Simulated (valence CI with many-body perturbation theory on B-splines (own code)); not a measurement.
Co20+: electric-dipole lines

Method: configuration interaction combined with many-body perturbation theory (CI+MBPT): five valence electrons over a frozen Dirac-Fock core [He], a basis of 9 s, 9 p, 8 d, 6 f, 3 g, 1 h functions for each j, with the one-electron correlation potential Σ1, the two-electron term Σ2, the three-electron term Σ3, Breit, model QED; selected CI, second order for the rest (own B-spline code, finite nucleus).

No measured spectrum was set against this ion. As an estimate, levels of excited configurations hold to 0.05 to 0.15 % of their energy, terms of the ground configuration to about 0.5 %. Among the levels kept, up to 2100 cm⁻¹ of a level comes from second order outside the variational space, and about a tenth of that is noise between levels of different J, which matters for small intervals.

Lines 1 to 50 of 277 in falling wavelength, among levels below 8764.6 × 10³ cm⁻¹, chosen from the strongest by gf and those to the six lowest levels. Wavelengths and rates use the calculated energies, so an error of 700 cm⁻¹ moves a line at 518.0 Å by 0.36 % and its rate by three times that or more. Electric multipoles are in the length gauge, E1 and E2 with the static RPA response of the core. Weak lines are less certain than strong ones. Lines between different terms over intervals too small for the method are left out, as are lines whose strength nearly cancels. Where a level lies close to another of its J and parity, the split of strength between their lines is uncertain. The highest levels of a list are the least certain.

Names give the largest LS component (configuration and term), which can be under half, so a name can repeat, a term be missing and a line seem to break the LS rules; names also repeat where a configuration has a term twice. Letters in brackets count levels of one name in rising energy.

| λ vac (Å) | Upper | Lower | A (s⁻¹) | log gf | Branch % |
| --- | --- | --- | --- | --- | --- |
| 518.0 | 2s2 2p2 3p 4P°_5/2 | 2s2 2p2 3s 2P_3/2 | 2.65e+08 | -1.19 | 0.6 |
| 506.3 | 2s 2p3 3p 4P_3/2 | 2s 2p3 3s 4S°_3/2 | 7.78e+08 | -0.92 | 0.0 |
| 501.8 | 2s 2p3 3p 4P_5/2 | 2s 2p3 3s 4S°_3/2 | 6.34e+08 | -0.84 | 0.0 |
| 481.4 | 2s 2p3 3p 4P_1/2 | 2s 2p3 3s 4S°_3/2 | 7.88e+08 | -1.26 | 0.0 |
| 480.3 | 2s2 2p2 3p 2S°_1/2 | 2s2 2p2 3s 4P_3/2 | 9.31e+08 | -1.19 | 4.6 |
| 478.9 | 2s2 2p2 3p 2D°_3/2 [a] | 2s2 2p2 3s 2P_3/2 | 3.83e+08 | -1.28 | 0.5 |
| 472.6 | 2s2 2p2 3p 4D°_1/2 | 2s2 2p2 3s 4P_1/2 | 1.61e+09 | -0.97 | 6.9 |
| 451.5 | 2s 2p3 3p 4P_3/2 | 2s2 2p2 3p 2P°_3/2 [b] | 5.79e+08 | -1.15 | 0.0 |
| 447.9 | 2s 2p3 3p 4P_5/2 | 2s2 2p2 3p 2P°_3/2 [b] | 7.73e+08 | -0.86 | 0.0 |
| 447.4 | 2s2 2p2 3d 2D_5/2 [c] | 2s 2p3 3s 4S°_3/2 | 5.07e+08 | -1.04 | 0.0 |
| 446.6 | 2s2 2p2 3p 4P°_5/2 | 2s2 2p2 3s 4P_5/2 | 1.31e+09 | -0.63 | 2.9 |
| 434.2 | 2s2 2p2 3p 2F°_5/2 [b] | 2s2 2p2 3s 2D_3/2 | 1.49e+09 | -0.60 | 2.7 |
| 433.6 | 2s 2p3 3p 6P_3/2 | 2s 2p3 3s 6S°_5/2 | 2.08e+09 | -0.63 | 2.0 |
| 423.8 | 2s2 2p2 3p 4P°_1/2 | 2s2 2p2 3s 2P_1/2 | 9.22e+08 | -1.30 | 1.8 |
| 421.0 | 2s2 2p2 3p 4D°_3/2 [b] | 2s2 2p2 3s 4P_3/2 | 1.25e+09 | -0.88 | 3.0 |
| 420.1 | 2s 2p3 3p 6P_5/2 | 2s 2p3 3s 6S°_5/2 | 2.20e+09 | -0.46 | 0.5 |
| 417.2 | 2s2 2p2 3d 4P_5/2 | 2s2 2p2 3p 2F°_5/2 [a] | 4.35e+08 | -1.17 | 0.0 |
| 412.5 | 2s2 2p2 3p 2F°_5/2 [b] | 2s2 2p2 3s 2D_5/2 | 3.90e+08 | -1.22 | 0.7 |
| 405.7 | 2s 2p3 3p 6P_5/2 | 2s2 2p2 3p 2F°_5/2 [b] | 3.64e+08 | -1.27 | 0.1 |
| 404.2 | 2s2 2p2 3d 2P_3/2 [b] | 2s2 2p2 3p 2P°_3/2 [b] | 6.97e+08 | -1.17 | 0.0 |
| 404.1 | 2s2 2p2 3d 2D_5/2 [c] | 2s2 2p2 3p 2P°_3/2 [b] | 7.43e+08 | -0.96 | 0.0 |
| 403.1 | 2s2 2p2 3p 2D°_3/2 [b] | 2s2 2p2 3s 2D_3/2 | 6.42e+08 | -1.20 | 0.3 |
| 395.3 | 2s2 2p2 3p 4D°_5/2 | 2s2 2p2 3s 4P_3/2 | 2.59e+09 | -0.44 | 16.0 |
| 394.9 | 2s2 2p2 3p 4D°_7/2 | 2s2 2p2 3s 4P_5/2 | 2.95e+09 | -0.26 | 22.2 |
| 390.7 | 2s2 2p2 3p 2D°_3/2 [a] | 2s2 2p2 3s 2P_1/2 | 1.35e+09 | -0.91 | 1.9 |
| 390.5 | 2s2 2p2 3d 2F_7/2 [a] | 2s2 2p2 3p 4D°_7/2 | 7.61e+08 | -0.86 | 10.5 |
| 387.1 | 2s2 2p2 3p 2P°_1/2 [c] | 2s2 2p2 3s 2S_1/2 | 3.17e+09 | -0.85 | 3.6 |
| 386.7 | 2s2 2p2 3p 2F°_7/2 | 2s2 2p2 3s 2D_5/2 | 3.21e+09 | -0.24 | 9.5 |
| 384.3 | 2s2 2p2 3p 2D°_3/2 [b] | 2s2 2p2 3s 2D_5/2 | 1.99e+09 | -0.75 | 1.0 |
| 382.7 | 2s 2p3 3p 6P_7/2 | 2s 2p3 3s 6S°_5/2 | 3.49e+09 | -0.21 | 1.6 |
| 382.5 | 2s2 2p2 3d 4F_9/2 | 2s2 2p2 3p 4D°_7/2 | 2.81e+09 | -0.21 | 98.9 |
| 379.5 | 2s2 2p2 3p 4D°_3/2 [a] | 2s2 2p2 3s 4P_1/2 | 2.95e+09 | -0.59 | 7.8 |
| 379.3 | 2s2 2p2 3d 2D_5/2 [b] | 2s2 2p2 3p 2D°_5/2 | 1.07e+09 | -0.86 | 0.0 |
| 378.0 | 2s2 2p2 3d 2F_7/2 [c] | 2s2 2p2 3p 2F°_5/2 [b] | 2.71e+09 | -0.33 | 0.1 |
| 375.8 | 2s2 2p2 3d 4F_7/2 | 2s2 2p2 3p 4D°_5/2 | 2.80e+09 | -0.32 | 0.7 |
| 375.1 | 2s2 2p2 3p 4P°_1/2 | 2s2 2p2 3s 4P_3/2 | 1.36e+09 | -1.24 | 2.7 |
| 373.8 | 2s2 2p2 3d 2G_9/2 | 2s2 2p2 3p 2F°_7/2 | 3.11e+09 | -0.19 | 97.9 |
| 372.6 | 2s2 2p2 3p 2D°_5/2 | 2s2 2p2 3s 2D_3/2 | 8.01e+08 | -1.00 | 1.2 |
| 371.1 | 2s2 2p2 3p 2P°_3/2 [a] | 2s2 2p2 3s 2P_3/2 | 2.00e+09 | -0.78 | 2.3 |
| 369.3 | 2s2 2p2 3d 2P_1/2 [b] | 2s2 2p2 3p 2P°_1/2 [b] | 1.89e+09 | -1.11 | 0.0 |
| 369.3 | 2s2 2p2 3d 2F_5/2 | 2s2 2p2 3p 2D°_3/2 [a] | 2.47e+09 | -0.52 | 0.0 |
| 367.4 | 2s2 2p2 3d 2D_3/2 [a] | 2s2 2p2 3p 2P°_1/2 [a] | 1.30e+09 | -0.98 | 0.0 |
| 367.3 | 2s2 2p2 3d 4F_5/2 [b] | 2s2 2p2 3p 4D°_5/2 | 6.90e+08 | -1.08 | 0.0 |
| 367.0 | 2s2 2p2 3d 4F_5/2 [a] | 2s2 2p2 3p 4D°_3/2 [a] | 3.08e+09 | -0.43 | 0.1 |
| 367.0 | 2s2 2p2 3d 4P_5/2 | 2s2 2p2 3p 4S°_3/2 | 8.91e+08 | -0.97 | 0.0 |
| 363.1 | 2s2 2p2 3p 2P°_1/2 [b] | 2s2 2p2 3s 2D_3/2 | 2.62e+09 | -0.99 | 1.5 |
| 362.2 | 2s2 2p2 3p 4S°_3/2 | 2s2 2p2 3s 4P_5/2 | 2.86e+09 | -0.65 | 0.7 |
| 361.0 | 2s2 2p2 3p 2P°_3/2 [c] | 2s2 2p2 3s 2S_1/2 | 3.50e+09 | -0.56 | 2.8 |
| 360.1 | 2s2 2p2 3d 2F_7/2 [b] | 2s2 2p2 3p 2F°_5/2 [a] | 2.93e+09 | -0.34 | 0.0 |
| 359.7 | 2s2 2p2 3p 2F°_5/2 [a] | 2s2 2p2 3s 2P_3/2 | 2.55e+09 | -0.53 | 4.7 |

(1) How does gf follow from A for the line at 404.2 Å?

## Answers

(1) gf = 1.4992 × (2J+1)_upper × A / σ², with σ = 247424 cm⁻¹ and 2J+1 = 4: gf = 0.0682.
